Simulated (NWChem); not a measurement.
System: Si2PH6, doublet; SMILES [SiH3][P][SiH3]

Input file for NWChem:

```
start job
memory heap 200 mb stack 900 mb global 1100 mb
geometry units angstroms noautosym nocenter noautoz
  Si     1.649029     0.028248     0.429608
  P      0.000000    -0.000001    -1.131359
  Si    -1.649029    -0.028248     0.429607
  H      2.963457    -0.319293    -0.212826
  H      1.745268     1.414187     1.016653
  H      1.379692    -0.940056     1.554377
  H     -1.745267    -1.414187     1.016654
  H     -2.963456     0.319291    -0.212829
  H     -1.379694     0.940058     1.554375
end
basis spherical
  Si library pcj-1
  P library pcj-1
  H library pcj-1
end
dft
  odft
  mult 2
  xc xpbe96 cpbe96
  iterations 150
end
property
  hyperfine
end
task dft property
```

The geometry was optimised at PBE-D3(BJ)/def2-SVP, spin-unrestricted. No stability test was run on the SCF state.

Fermi-contact couplings, non-relativistic, static geometry.

Atoms are numbered as in the input.

Task: Predict the main results of this run. (PBE/pcJ-1, spin-unrestricted, contact and dipolar terms.) Quantities: A(iso) 31P atom 2 (MHz); A(iso) 29Si atom 3 (MHz); A(iso) 1H atom 7 (MHz); A(iso) 1H atom 8 (MHz); A(iso) 1H atom 9 (MHz); <S²>.

Result: 
```yaml
A(iso) 31P atom 2 (MHz): -20.7
A(iso) 29Si atom 3 (MHz): 30.0
A(iso) 1H atom 7 (MHz): 63.3
A(iso) 1H atom 8 (MHz): 2.0
A(iso) 1H atom 9 (MHz): 33.9
"<S²>": 0.753
```
